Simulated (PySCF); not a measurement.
A geometry optimisation on `P[SiH2][GeH3]`.

Computed with PBE0-D3(BJ)/def2-SVP geometry optimisation, gas phase (PySCF 2.14.0). Start geometry: GFN2-xTB. A driver script takes a list of jobs; this job's settings line and coordinates (Å) are shown.

Input:
```
{"job": {"xc": "PBE0", "basis": "def2-SVP", "d3": "d3bj", "grid": 1, "maxiter": 30, "shake": 0.01, "kind": "geom"}, "charge": 0, "multiplicity": 1}
P      2.047830     0.630140     0.704080
Si     0.410360    -0.738240     0.008240
Ge    -1.676540     0.160780     0.616040
H      3.053980     0.098160    -0.083730
H      1.750250     1.628010    -0.248850
H      0.448040    -0.983740    -1.438190
H      0.669950    -2.014630     0.683640
H     -2.807610    -0.682770     0.219660
H     -1.981730     1.504680     0.045320
H     -1.864070     0.376680     2.101490
```

**Question.** Estimate the output.

**Answer.** 
```
step   0  E = -2711.07236775  max force = 0.020398
step   1  E = -2711.07900717  max force = 0.008062
step   2  E = -2711.07954031  max force = 0.001481
step   3  E = -2711.07955573  max force = 0.000284
step   4  E = -2711.07955813  max force = 0.000186
optimisation converged
```

Energies in Eh; «max force» is the largest Cartesian gradient component in Eh/bohr.

**Question.** Give the first gradient maximum in eV/Å.

**Answer.** With 1 Eh/bohr = 51.422 eV/Å, 1.049 eV/Å.

Main results: final energy -2711.07956 Eh after 4 steps; dipole 0.84 D.

Time: 16 s; peak memory 0.48 GiB. Hardware: one thread, Arm Neoverse V2 (aarch64), no GPU, shared host.
Labels such as C1 count atoms from 1, the log's own numbers from 0.
